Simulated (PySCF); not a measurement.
Bonds: Si1-C2 1.838 Å, Si1-F9 1.606 Å, Si1-F10 1.606 Å, Si1-F11 1.605 Å, C2-C3 1.529 Å. C2 carries H4, H5; C3 carries H6, H7, H8.

Geometry: PBE0-D3(BJ)/def2-SVP; GIAO shifts from PySCF, gas phase, non-relativistic, averaged over equivalent atoms.

At KT2/pcSseg-1 (134 basis functions, 49 s wall time (40 s CPU) on 1 thread of an Intel Xeon, shared host):
```tsv
atoms	δ (ppm)
Si1	-41.5
C3	7.4
C2	5.2
H6/H7/H8	1.09
H4/H5	0.80
F9/F10/F11	-165.3
```

References, each an isolated molecule treated in the same way: TMS for 29Si (σref 361.05), 13C (σref 183.22), 1H (σref 31.18); 19F (σref 138.57) vs CFCl3.

What do these become at PBE0/pcSseg-1?

Results:


```json
{"atoms": "Si1", "δ at PBE0/pcSseg-1": "-45.4", "change": "-3.9"}
{"atoms": "C3", "δ at PBE0/pcSseg-1": "6.3", "change": "-1.1"}
{"atoms": "C2", "δ at PBE0/pcSseg-1": "3.3", "change": "-1.9"}
{"atoms": "H6/H7/H8", "δ at PBE0/pcSseg-1": "1.10", "change": "+0.01"}
{"atoms": "H4/H5", "δ at PBE0/pcSseg-1": "0.73", "change": "-0.07"}
{"atoms": "F9/F10/F11", "δ at PBE0/pcSseg-1": "-142.8", "change": "+22.5"}
```

Scale: TMS for 29Si (351.99 ppm), 13C (184.41 ppm), 1H (31.27 ppm); CFCl3 for 19F (177.25 ppm) (reference shieldings calculated alike).

The largest change is at F9/F10/F11 (fluorine bonded to Si). Cost: 134 basis functions, 59 s wall time (39 s CPU) on 1 thread of an Intel Xeon, shared host.

Unscaled 19F shifts against computed CFCl3 carry errors that often reach 10 to 50 ppm.
